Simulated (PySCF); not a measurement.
Molecule: C2H8SSi2, SMILES C=C[SiH2][SiH2]S. Atoms near the plane z = 0.0 Å, at the GFN2-xTB optimised geometry (x, y, z in Å): Si3 (1.9, -0.3, 0.0), Si4 (-0.5, -0.3, 0.0), S5 (-1.1, 1.7, 0.0), H9 (2.4, 0.5, -1.1), H10 (2.3, -1.7, -0.2), H13 (-2.4, 1.5, -0.1).

Calculation: CAM-B3LYP/def2-TZVP (PySCF). Cells within 0.4 Å of a nucleus heavier than hydrogen are left out (blank, or x). The values are rescaled to run from 0 to 1.

```
|222222222222222222222222222|
|222222222222222222222222222|
|222222222222222222222222222|
|222222222222222222222222222|
|222222211222222222222222222|
|222221111122222222222222222|
|222211110143211222222222222|
|2221112311x3111122222222222|
|222111584xx1011111111222222|
|2221009941x2111111111112222|
|222110242145311111111111222|
|222211111356321210011111122|
|222211111233213320011111122|
|222221111011x25652x11011122|
|22222211100xx26762xx0001122|
|222222111111x25642x11011122|
|222222211111002322365211122|
|222222211111001222598421222|
|222222221111111112377322222|
|222222222111111112222112222|
|222222222221111222211122222|
|222222222222222222222222222|
|222222222222222222222222222|
|222222222222222222222222222|
|222222222222222222222222222|
|222222222222222222222222222|
|222222222222222222222222222|
```
Scale: ten equal steps from 0.000 (start of '0') to 1.00 (end of '9'), in the order '0123456789'; x runs from -4.50 to 4.50, y from -4.50 (bottom) to 4.50 (top).

Question: Which quantity is mapped?
A. an orbital amplitude
B. Laplacian of the electron density
C. log10 of the electron density
D. deformation density (molecule minus spherical neutral atoms)

Answer: D, deformation density (molecule minus spherical neutral atoms). In full: deformation density (molecule minus spherical neutral atoms) (e/bohr³).
